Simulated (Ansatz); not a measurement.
The cluster Te₄Pb₂. Charge 0, multiplicity 1. Geometry PBE-D4/def2-SVP; atoms count from 1.

Cartesian coordinates in Å:
```
Pb -1.789 -1.503 -0.341
Pb 0.780 1.915 -1.141
Te -1.602 1.485 0.681
Te 0.777 -2.262 0.806
Te 0.958 1.554 1.742
Te 0.876 -1.189 -1.747
```

In the def2 sets Pb, Te take a core potential; there is no spin–orbit coupling. The structure comes from a short search, and lower isomers may exist.

(1) Estimate the Mulliken populations from the PBE0/def2-TZVP orbitals of Ansatz.

(2) And the Mayer bond orders between heavy atoms (over 0.3)?

## Answers

(1) 
| atom | charge (e) |
| --- | --- |
| Pb1 | 0.40 |
| Pb2 | 0.40 |
| Te3 | -0.21 |
| Te4 | -0.19 |
| Te5 | -0.19 |
| Te6 | -0.21 |
Mulliken values depend strongly on the basis.

(2) Pb1–Te3 0.64 (3.16 Å); Pb1–Te4 0.96 (2.91 Å); Pb1–Te6 0.71 (3.03 Å); Pb2–Te3 0.71 (3.03 Å); Pb2–Te5 0.96 (2.91 Å); Pb2–Te6 0.64 (3.16 Å); Te3–Te5 1.10 (2.77 Å); Te4–Te6 1.10 (2.77 Å).
